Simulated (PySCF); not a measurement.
# Gas-phase thermal properties of Ge(CH3)4

Computed with PySCF (xtb for GFN2) and rigid-rotor harmonic-oscillator thermochemistry at 1 bar. 6-31G* has spherical d functions here. All species are closed-shell singlets. B3LYP is the form with VWN-RPA correlation. Ge: all electrons, no relativistic terms. The harmonic model lacks anharmonicity and excited electronic states, which grow with temperature; levels with a mode under 35 cm⁻¹ are left out. Internal rotation in Ge(CH3)4 is treated as a harmonic vibration of one conformer, which makes the entropy rough.

| level | point group | σ | ZPE (kJ/mol) | S°298 (J/mol/K) | Cp298 (J/mol/K) | S°1000 (J/mol/K) | H1000 − H298 (kJ/mol) |
|---|---|---|---|---|---|---|---|
| B3LYP/6-31G* | Td | 12 | 386.2 | 379.6 | 149.8 | 644.0 | 163.4 |
| GFN2-xTB | Td | 12 | 376.9 | 389.0 | 152.6 | 656.5 | 165.2 |
| HF/6-31G* | Td | 12 | 409.2 | 369.8 | 143.0 | 624.1 | 157.5 |
| PBE/def2-SVP | Td | 12 | 371.7 | 381.6 | 154.7 | 654.1 | 168.1 |
| PBE0/def2-TZVP | Td | 12 | 383.3 | 377.8 | 150.7 | 644.5 | 164.8 |
σ: rotational symmetry number. Electronic degeneracy used: 1. Frequencies are unscaled.
